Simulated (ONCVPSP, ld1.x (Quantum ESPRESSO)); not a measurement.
## Hardness and transferability of assorted potentials

Generated with ld1.x 7.5 (TM, RRKJ, ultrasoft, PAW), atompaw 4.2 or ONCVPSP 4.0.1. The cutoff is in Ry: for ld1.x and atompaw files where the sum of valence levels is converged to 10 mRy in a Bessel basis, for ONCV files where the hardest occupied wave has 1 mHa per electron of residual kinetic energy. The error is the largest all-electron minus pseudo excitation energy over each file’s own four to seven test configurations (ionisations up to +4, promotions, holes and added fractions of an electron), all of which were solved. The labels leave out finer settings (local radius, basis sizes, second energies), which also bear on the numbers. Spin-polarised tests are not counted. The rows are a selection from randomly drawn settings: files with unsolved tests, undetermined cutoffs or missed reference levels are left out.

A true bound ghost makes a file unfit for plane-wave use even where its test errors are small: the radial tests pick states by their node count and pass the ghost by.

```tsv
element	potential	cutoff (Ry)	largest error (meV)	bound ghosts
F	ONCV, PBE, scalar-relativistic, rc 0.60/1.15/0.98 (spd), local smoothed, core correction yes, reference 2s2 2p5, qcut 13.1/12.2/9.3, projectors 1/2/1	112	+397	none
Ar	ONCV, PBE, scalar-relativistic, rc 1.25/1.45 (sp), local smoothed, core correction yes, reference 3s2 3p4, qcut 5/4.7, projectors 2/2	157	+28	none
Tc	ONCV, PBEsol, fully relativistic, rc 1.75/1.15/2.20 (spd), local smoothed, core correction yes, reference 4s2 4p6 4d5 5s0.5, qcut 8.4/6.7/7.6, projectors 3/2/2	214	-1.0	none
Tc	ONCV, PBEsol, scalar-relativistic, rc 1.75/1.20/2.20 (spd), local smoothed, core correction yes, reference 4s2 4p6 4d5 5s2, qcut 6.9/6.6/8, projectors 2/1/1	160	-291	none
In	ultrasoft, LDA (PZ), fully relativistic, rc 1.90/2.60/2.00 (spd), local smoothed, core correction yes, reference 4d10 5s2 5p0	30	-11	s
Ta	RRKJ, PBE, scalar-relativistic, rc 1.20/2.15/1.80 (spd), local smoothed, core correction no, reference 5s2 5p6 5d3 6s0 6p0	110	-293	none
Pb	ultrasoft, LDA (PZ), scalar-relativistic, rc 2.10/2.85 (sp), local smoothed, core correction yes, reference 6s2 6p2	8	-601	none
```

Q: Fill in the row for Tl: ONCV, PBE, scalar-relativistic, rc 1.25/1.05/1.70 (spd), local smoothed, core correction yes, reference 5s2 5p6 5d10 6s2, qcut 7.3/8.6/7.6, projectors 2/2/2.

A: cutoff 195 Ry, largest error -48 meV, bound ghosts: none.

Q: Fill in the row for Ti: RRKJ, LDA (PZ), scalar-relativistic, rc 1.65/1.05/1.75/1.75 (spdf), local smoothed, core correction yes, reference 3s2 3p6 3d2 4s0 4p0.

A: cutoff 110 Ry, largest error -123 meV, bound ghosts: none.
